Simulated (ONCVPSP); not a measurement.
# What one change does to a pseudopotential (boron, ONCV)

* Element: B
* Generator: ONCVPSP 4.0.1
* Type: optimised norm-conserving Vanderbilt (ONCV)
* Functional: PBE
* Relativity: scalar-relativistic
* Frozen core: [He]
* Valence charge: 3
* Reference configuration: 2s2 2p1
* Partial waves: 2s: rc 1.35 bohr, ncon 4, nbas 9, qcut 5.7 1/bohr, 3 projectors, debl 1.6 Ha; 2p: rc 2.90 bohr, ncon 4, nbas 7, qcut 4.9 1/bohr, 3 projectors, debl 2.5 Ha
* Local potential: polynomial inside 1.15 bohr (lpopt 5, dvloc0 6 Ha)
* Core correction: Teter function, fcfact 4.75, rcfact 1.4

All-electron outer shells of the reference configuration (PBE, scalar-relativistic, ld1.x):

| shell | level (eV) | outermost node (bohr) | outermost maximum (bohr) |
| --- | --- | --- | --- |
| 1s | -180.59 | – | 0.21 |
| 2s | -9.44 | 0.46 | 1.52 |
| 2p | -3.61 | – | 1.57 |

Change: s: rc 1.66.

Cutoffs: the cutoffs (Ha) at which the residual kinetic energy of the hardest occupied pseudo-wave falls to 1 and 0.1 mHa per electron; they do not see the model core or the augmentation charge, which bear on the density cutoff. Errors are all-electron minus pseudo energies relative to the spin-unpolarised reference configuration.

**Question.** What does the change do?

**Answer.** The potential gets softer (12 Ha and 16 Ha → 10 Ha and 13 Ha); the bound ghost in s disappears; the errors of the 4 common tests hardly move. A larger radius leaves more room for a smooth pseudo-wave, so fewer plane waves are needed.

| quantity | base | changed |
| --- | --- | --- |
| cutoff, loose | 12 Ha | 10 Ha |
| cutoff, tight | 16 Ha | 13 Ha |
| loose cutoff by channel | s 12 Ha, p 7.1 Ha | s 10 Ha, p 7.1 Ha |
| bound ghosts | s | none |
| GHOST(+) flags under 300 eV | none | none |
| error for 2s2 2p0, meV [ΔE 8.22 eV] | +70 | +72 |
| error for 2s1 2p0, meV [ΔE 33.64 eV] | +253 | +250 |
| error for 2s2 2p0.5, meV [ΔE 2.89 eV] | +10 | +10 |
| error for 2s1 2p1, meV [ΔE 14.36 eV] | -28 | -31 |
| p: phases at 2.94 bohr within 0.05 rad from the reference energy up to (Ha; the scan ends near 5) | 0.6 | 0.6 |
| rms error of d²Exc/dni dnj with the model core, mHa | 1.87 | 1.93 |

 A true bound ghost makes a file unfit for plane-wave use even where its test errors are small: the radial tests pick states by their node count and pass the ghost by.
